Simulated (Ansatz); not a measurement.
`N#CC(O)(F)[SiH3]` + H₂ → `OC(F)[SiH3]` + `C#N` at 500 K and 1 bar (hydrogenolysis of a C–C bond).

Gas-phase electronic energies from Ansatz, PBE0-D4/def2-TZVP geometries. CCSD(T)/CBS adds triple-zeta CCSD(T) − MP2 to the extrapolated MP2 energy (def2 sets, frozen cores). This one scheme is used for every species. One conformer a species, not always the lowest.

```json
{"species": "`N#CC(O)(F)[SiH3]`", "CCSD(T)/CBS energy (Eh)": "-597.20735", "H − E (kJ/mol)": "199.4", "S (J/(mol·K))": "418.9"}
{"species": "H₂", "CCSD(T)/CBS energy (Eh)": "-1.17544", "H − E (kJ/mol)": "41.0", "S (J/(mol·K))": "145.5"}
{"species": "`OC(F)[SiH3]`", "CCSD(T)/CBS energy (Eh)": "-505.08050", "H − E (kJ/mol)": "194.4", "S (J/(mol·K))": "366.3"}
{"species": "`C#N`", "CCSD(T)/CBS energy (Eh)": "-93.32098", "H − E (kJ/mol)": "60.1", "S (J/(mol·K))": "220.8"}
```

H − E and S are ideal-gas, rigid-rotor, harmonic terms from PBE0-D4/def2-TZVP, for one conformer and one mirror image of each species. The MP2-based limit puts H₂ 0.8 mEh under its directly extrapolated value; such offsets cancel only in part. 1 Eh = 2625.50 kJ/mol, R = 8.31446 J/(mol·K).

Q: By hand: ΔE, ΔH, ΔS and ΔG.

A: ΔE = (-505.08050) + (-93.32098) − (-597.20735) − (-1.17544) = -0.01869 Eh = -49.1 kJ/mol. Δ(H − E) = 194.4 + 60.1 − 199.4 − 41.0 = 14.1, so ΔH = -35.0 kJ/mol. ΔS = 366.3 + 220.8 − 418.9 − 145.5 = 22.7 J/(mol·K). ΔG = -35.0 − 500 × (22.7)/1000 = -46.4 kJ/mol.

Q: By hand: the equilibrium constant, and the temperature at which ΔG would vanish if ΔH and ΔS stayed fixed.

A: log₁₀ K = −ΔG/(RT ln 10) = 4.8. ΔH and −TΔS have one sign here, so there is no such temperature.

ΔH outweighs TΔS. A doubt of 5 kJ/mol in ΔE shifts log₁₀ K by 0.5 here. Other conformers and mirror images would add mixing entropy, several J/(mol·K) or more a flexible species. These are equilibria of isolated gas molecules and say nothing of rates. Largest T1 diagnostic: 0.014 (customary marks: 0.02 for closed shells, 0.045 for open ones).
